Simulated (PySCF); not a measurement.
**Polarisability and C₆ of Zr²⁺ (zirconium, charge +2)**

[Kr] 4d2, high-spin 3F determinant. Calculation: PySCF 2.14, in aug-cc-pwCVTZ-PP with ECP28MDF (8s8p7d4f3g, 122 functions); scalar relativity through the core potential. Coupled (time-dependent) response in atomic units; α is the mean over directions.

```json
{"method": "PBE0", "mean α (bohr³)": "12.21", "C₆ (like pair)": "60.20", "S(−4)": "101.9"}
```

S(−4) is the Cauchy moment in α(ω) = α(0) + S(−4) ω² + …

Spin-orbit coupling is absent.

α(iu) at PBE0:

```
u (hartree)  α(iu) (bohr³)
          0          12.21
     0.0500          11.96
      0.100          11.32
      0.200          9.662
      0.300          8.200
      0.500          6.187
      0.750          4.628
       1.00          3.593
       1.50          2.311
       2.00          1.581
       3.00         0.8483
       5.00         0.3477
```

A single London oscillator, α(iu) = α/(1 + u²/ω²), gives C₆ = (3/4) ω α². Matching the computed C₆ needs ω = 4 × 60.20 / (3 × 12.21²) = 0.538 hartree.

For an ion, C₆ is the dispersion term alone; charge-induced terms of lower order in 1/R come first.

Energies and moments cover only the electrons outside the core potential.
